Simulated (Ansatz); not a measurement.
Nudged elastic band run: ClF₄H₃OW

Input:

```yaml
crystal:
  periodic: [false, false, false]
  atoms:
    - { symbol: W, position_ang: [-0.079897, 0.204932, 0.09298] }
    - { symbol: Cl, position_ang: [-1.019153, 0.185687, 2.268492] }
    - { symbol: F, position_ang: [1.469893, 0.451506, -1.007123] }
    - { symbol: F, position_ang: [-0.265226, 2.042983, -0.281298] }
    - { symbol: F, position_ang: [-1.88734, 0.143671, -0.431652] }
    - { symbol: F, position_ang: [0.870971, -1.297993, 0.782733] }
    - { symbol: H, position_ang: [-0.227889, -0.979277, -1.114416] }
    - { symbol: O, position_ang: [1.622825, 1.169853, 1.425466] }
    - { symbol: H, position_ang: [2.454891, 1.119877, 0.905446] }
    - { symbol: H, position_ang: [1.774724, 0.655162, 2.246373] }
basis:
  gaussian: { orbitals: def2-SVP }
hamiltonian:
  xc: blyp
  dispersion: d4
neb:
  order_check: false
  images: 5
  f_tol: 0.03
  max_iterations: 60
  final_atoms:
    - { symbol: W, position_ang: [0.25067408, 0.16420646, -0.22799811] }
    - { symbol: Cl, position_ang: [-0.49725532, 0.64220627, 3.61995775] }
    - { symbol: F, position_ang: [1.90061859, 0.30946828, -1.22052663] }
    - { symbol: F, position_ang: [-0.37612547, 1.82248131, -0.82639137] }
    - { symbol: F, position_ang: [-1.5112938, -0.13568524, 0.32778696] }
    - { symbol: F, position_ang: [0.53857876, -1.63937452, 0.17281982] }
    - { symbol: H, position_ang: [-0.03950221, -0.36134678, -1.83697761] }
    - { symbol: O, position_ang: [1.46338592, 0.88011201, 1.07705088] }
    - { symbol: H, position_ang: [2.39999562, 1.08260334, 0.85096734] }
    - { symbol: H, position_ang: [0.58472281, 0.93172987, 2.95031197] }
  initial_path:
    images:
      - { positions_ang: [[-0.079897, 0.204932, 0.09298], [-1.019153, 0.185687, 2.268492], [1.469893, 0.451506, -1.007123], [-0.265226, 2.042983, -0.281298], [-1.88734, 0.143671, -0.431652], [0.870971, -1.297993, 0.782733], [-0.227889, -0.979277, -1.114416], [1.622825, 1.169853, 1.425466], [2.454891, 1.119877, 0.905446], [1.774724, 0.655162, 2.246373]] }
      - { positions_ang: [[-0.04948818, 0.11989175, 0.07222228], [-0.69343008, 0.1985372, 2.43113072], [1.60024835, 0.28834234, -0.64952994], [-0.17592076, 1.95881153, -0.2391258], [-1.87099338, 0.07498315, -0.28918218], [0.58730373, -1.4956107, 0.59388702], [-0.13699385, -0.72700347, -1.30304979], [1.5692934, 1.29857459, 1.15276952], [2.36475503, 1.13432715, 1.00164114], [1.51902475, 0.84554746, 2.11623803]] }
      - { positions_ang: [[-0.01907937, 0.03485149, 0.05146455], [-0.36770716, 0.2113874, 2.59376945], [1.73060369, 0.12517869, -0.29193687], [-0.08661552, 1.87464006, -0.1969536], [-1.85464676, 0.0062953, -0.14671236], [0.30363646, -1.6932284, 0.40504104], [-0.04609871, -0.47472994, -1.49168358], [1.5157618, 1.42729618, 0.88007304], [2.27461906, 1.14877731, 1.09783629], [1.2633255, 1.03593291, 1.98610305]] }
      - { positions_ang: [[0.01132945, -0.05018876, 0.03070683], [-0.04198424, 0.22423761, 2.75640817], [1.86095904, -0.03798497, 0.06565619], [0.00268972, 1.79046859, -0.1547814], [-1.83830014, -0.06239255, -0.00424254], [0.01996918, -1.89084611, 0.21619506], [0.04479644, -0.2224564, -1.68031737], [1.4622302, 1.55601777, 0.60737656], [2.18448309, 1.16322746, 1.19403143], [1.00762626, 1.22631837, 1.85596808]] }
      - { positions_ang: [[0.091111, 0.02127631, -0.05552815], [-0.19374127, 0.3635605, 3.04425803], [1.87417889, 0.07783278, -0.36307141], [-0.12358201, 1.80113949, -0.37865139], [-1.72929802, -0.08682345, 0.10643396], [0.19283904, -1.80702224, 0.20173665], [0.01669689, -0.2687532, -1.73253745], [1.46261544, 1.33071585, 0.76393466], [2.2563206, 1.13635276, 1.07967673], [0.86665844, 1.1281222, 2.22074938]] }
      - { positions_ang: [[0.17089254, 0.09274139, -0.14176313], [-0.34549829, 0.50288339, 3.33210789], [1.88739874, 0.19365053, -0.79179902], [-0.24985374, 1.8118104, -0.60252138], [-1.62029591, -0.11125434, 0.21711046], [0.3657089, -1.72319838, 0.18727823], [-0.01140266, -0.31504999, -1.78475753], [1.46300068, 1.10541393, 0.92049277], [2.32815811, 1.10947805, 0.96532204], [0.72569063, 1.02992604, 2.58553067]] }
      - { positions_ang: [[0.25067408, 0.16420646, -0.22799811], [-0.49725532, 0.64220627, 3.61995775], [1.90061859, 0.30946828, -1.22052663], [-0.37612547, 1.82248131, -0.82639137], [-1.5112938, -0.13568524, 0.32778696], [0.53857876, -1.63937452, 0.17281982], [-0.03950221, -0.36134678, -1.83697761], [1.46338592, 0.88011201, 1.07705088], [2.39999562, 1.08260334, 0.85096734], [0.58472281, 0.93172987, 2.95031197]] }
```

Command:

```bash
$ ansatz run input.yaml --threads 4 --pin off --max-ram 5120MiB --backend cpu --events-out ev --progress --plain --runs-dir out
```

Output, in part (warnings, iteration lines, the closing report on the highest movable image, with atoms numbered from 0):

```
NEB end point (image 0): max|allowed force component| = 1.040e-2 eV/Å (the criterion of neb.relax_end_points is 1.000e-2)
NEB end point (image 6): max|allowed force component| = 2.498e-2 eV/Å (the criterion of neb.relax_end_points is 1.000e-2)
NEB iter   1: max|band force component| = 1.181e1 eV/Å  barrier→ = 8.3373 eV  barrier← = 7.9304 eV  Δτ_max = 0.2000 Å  (327 SCF iters)
NEB iter   2: max|band force component| = 7.334e0 eV/Å  barrier→ = 3.8276 eV  barrier← = 3.4206 eV  Δτ_max = 0.1944 Å  (223 SCF iters)
NEB iter   3: max|band force component| = 3.312e0 eV/Å  barrier→ = 1.5160 eV  barrier← = 1.1090 eV  Δτ_max = 0.1988 Å  (205 SCF iters)
NEB iter   4: max|band force component| = 2.602e0 eV/Å  barrier→ = 0.9258 eV  barrier← = 0.5188 eV  Δτ_max = 0.1601 Å  (195 SCF iters)
NEB iter   5: max|band force component| = 7.382e-1 eV/Å  barrier→ = 0.8112 eV  barrier← = 0.4043 eV  Δτ_max = 0.1967 Å  (182 SCF iters)
NEB iter   6: max|band force component| = 7.479e-1 eV/Å  barrier→ = 0.8032 eV  barrier← = 0.3963 eV  Δτ_max = 0.2000 Å  (190 SCF iters)
NEB iter   7: max|band force component| = 1.352e0 eV/Å  barrier→ = 0.8098 eV  barrier← = 0.4028 eV  Δτ_max = 0.1005 Å  (195 SCF iters)
NEB iter   8: max|band force component| = 9.517e-1 eV/Å  barrier→ = 0.7818 eV  barrier← = 0.3748 eV  Δτ_max = 0.1011 Å  (182 SCF iters)
NEB iter   9: max|band force component| = 5.059e-1 eV/Å  barrier→ = 0.7111 eV  barrier← = 0.3042 eV  Δτ_max = 0.0997 Å  (189 SCF iters)
NEB iter  10: max|band force component| = 4.313e-1 eV/Å  barrier→ = 0.6655 eV  barrier← = 0.2586 eV  CI = image 4  Δτ_max = 0.0998 Å  (185 SCF iters)
NEB iter  11: max|band force component| = 3.794e-1 eV/Å  barrier→ = 0.6871 eV  barrier← = 0.2802 eV  CI = image 4  Δτ_max = 0.1003 Å  (183 SCF iters)
NEB iter  12: max|band force component| = 3.747e-1 eV/Å  barrier→ = 0.6893 eV  barrier← = 0.2823 eV  CI = image 4  Δτ_max = 0.0692 Å  (185 SCF iters)
NEB iter  13: max|band force component| = 2.108e-1 eV/Å  barrier→ = 0.6882 eV  barrier← = 0.2813 eV  CI = image 4  Δτ_max = 0.0453 Å  (171 SCF iters)
NEB iter  14: max|band force component| = 2.331e-1 eV/Å  barrier→ = 0.6854 eV  barrier← = 0.2784 eV  CI = image 4  Δτ_max = 0.0223 Å  (170 SCF iters)
NEB iter  15: max|band force component| = 5.794e-2 eV/Å  barrier→ = 0.6842 eV  barrier← = 0.2773 eV  CI = image 4  Δτ_max = 0.0177 Å  (172 SCF iters)
NEB iter  16: max|band force component| = 5.367e-2 eV/Å  barrier→ = 0.6835 eV  barrier← = 0.2765 eV  CI = image 4  Δτ_max = 0.0227 Å  (171 SCF iters)
NEB iter  17: max|band force component| = 5.451e-2 eV/Å  barrier→ = 0.6824 eV  barrier← = 0.2754 eV  CI = image 4  Δτ_max = 0.0113 Å  (171 SCF iters)
NEB iter  18: max|band force component| = 3.659e-2 eV/Å  barrier→ = 0.6813 eV  barrier← = 0.2744 eV  CI = image 4  Δτ_max = 0.0113 Å  (173 SCF iters)
NEB iter  19: max|band force component| = 4.435e-2 eV/Å  barrier→ = 0.6802 eV  barrier← = 0.2732 eV  CI = image 4  Δτ_max = 0.0114 Å  (171 SCF iters)
NEB iter  20: max|band force component| = 4.952e-2 eV/Å  barrier→ = 0.6790 eV  barrier← = 0.2721 eV  CI = image 4  Δτ_max = 0.0227 Å  (170 SCF iters)
NEB iter  21: max|band force component| = 6.172e-2 eV/Å  barrier→ = 0.6766 eV  barrier← = 0.2697 eV  CI = image 4  Δτ_max = 0.0454 Å  (172 SCF iters)
NEB iter  22: max|band force component| = 6.714e-2 eV/Å  barrier→ = 0.6730 eV  barrier← = 0.2661 eV  CI = image 4  Δτ_max = 0.0454 Å  (170 SCF iters)
NEB iter  23: max|band force component| = 6.873e-2 eV/Å  barrier→ = 0.6688 eV  barrier← = 0.2618 eV  CI = image 4  Δτ_max = 0.0455 Å  (172 SCF iters)
NEB iter  24: max|band force component| = 8.039e-2 eV/Å  barrier→ = 0.6638 eV  barrier← = 0.2569 eV  CI = image 4  Δτ_max = 0.0227 Å  (172 SCF iters)
NEB iter  25: max|band force component| = 7.803e-2 eV/Å  barrier→ = 0.6606 eV  barrier← = 0.2537 eV  CI = image 4  Δτ_max = 0.0227 Å  (170 SCF iters)
NEB iter  26: max|band force component| = 8.078e-2 eV/Å  barrier→ = 0.6579 eV  barrier← = 0.2510 eV  CI = image 4  Δτ_max = 0.0225 Å  (172 SCF iters)
NEB iter  27: max|band force component| = 6.426e-2 eV/Å  barrier→ = 0.6562 eV  barrier← = 0.2492 eV  CI = image 4  Δτ_max = 0.0450 Å  (172 SCF iters)
NEB iter  28: max|band force component| = 5.347e-2 eV/Å  barrier→ = 0.6552 eV  barrier← = 0.2483 eV  CI = image 4  Δτ_max = 0.0402 Å  (171 SCF iters)
NEB iter  29: max|band force component| = 3.811e-2 eV/Å  barrier→ = 0.6547 eV  barrier← = 0.2478 eV  CI = image 4  Δτ_max = 0.0115 Å  (175 SCF iters)
NEB iter  30: max|band force component| = 2.667e-2 eV/Å  barrier→ = 0.6544 eV  barrier← = 0.2475 eV  CI = image 4  Δτ_max = 0.0000 Å  (362 SCF iters)
Total energy: -27302.31528349 eV, -1003.3415804944 hartree
Atom 0 at     0.200668     0.138881    -0.031897 Å, force     0.005907     0.000910     0.000874 eV/Å
Atom 1 at    -0.556428     0.713137     2.661995 Å, force     0.026567     0.004978    -0.001492 eV/Å
Atom 2 at     1.824848    -0.209656    -0.947543 Å, force    -0.000440    -0.000682    -0.000045 eV/Å
Atom 3 at    -0.480922     1.876082    -0.190187 Å, force     0.001546    -0.001121     0.001315 eV/Å
Atom 4 at    -1.554642    -0.522308    -0.073493 Å, force     0.001353     0.001986    -0.000153 eV/Å
Atom 5 at     0.562211    -1.524185     0.770580 Å, force    -0.000035     0.000231    -0.000993 eV/Å
Atom 6 at    -0.154444     0.172167    -1.695469 Å, force    -0.001296     0.000481    -0.000270 eV/Å
Atom 7 at     1.582919     1.160831     1.110778 Å, force    -0.000905     0.003211    -0.026430 eV/Å
Atom 8 at     2.494863     0.798503     1.084232 Å, force    -0.000788    -0.003228     0.012316 eV/Å
Atom 9 at     0.794727     1.092948     2.198004 Å, force    -0.031911    -0.006765     0.014877 eV/Å
Dipole moment:     0.527024     0.064013    -0.010284 e Å
```

The run converged. The profile has 2 maxima (images 2, 4) with wells between them (image 3): this band takes more than one step, which may be the mechanism or a detour left from its start path. A vibrational analysis at the climbing image gives one clearly imaginary mode, 525i cm⁻¹: a first-order saddle point. The orbitals stay closed-shell, which can raise the energy where a bond breaks towards radicals; this wasn't checked here.

Final band (atoms are numbered from 1 in the order of the input):

```tsv
image	path coordinate (Å)	energy (eV)	W1–Cl2 (Å)	O8–H10 (Å)	Cl2–H10 (Å)
0	0.00	0.00	2.37	0.98	2.83
1	0.87	0.13	2.43	0.98	2.55
2	1.74	0.15	2.42	0.98	2.72
3	2.60	0.12	2.50	1.00	2.14
4	3.47	0.65	2.86	1.34	1.48
5	4.52	0.46	3.40	1.94	1.31
6	5.57	0.41	3.95	2.07	1.30
```

Time of the run: 5.7 min on 4 threads of Arm Neoverse V1 (shared host), peak memory 0.21 GiB.
